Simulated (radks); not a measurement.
Q: The mean radii <r> (bohr) of the occupied orbitals of an atom or ion are listed with their occupations. All-electron calculation, scalar-relativistic Kohn-Sham, PBE, spin-unpolarised, spherical densities, point nucleus. Program: a radial shooting solver on a logarithmic mesh with Libxc functionals.

| orbital | occ. | <r> |
|---|---|---|
| 1s | 2 | 0.02408 |
| 2s | 2 | 0.1015 |
| 2p | 6 | 0.08892 |
| 3s | 2 | 0.2445 |
| 3p | 1 | 0.2372 |

Name the element and its charge.

A: Z = 59, praseodymium, charge +46: Pr46+ in [Ne] 3s2 3p1. The 1s radius gives Z: for a bare nucleus <r> = (2 gamma + 1)/(2Z) with gamma = sqrt(1 - (Z/c)^2), 0.02377 bohr for Z = 59, and screening makes it slightly larger (0.02408 here). The occupations add up to 13, and the charge is Z minus that.
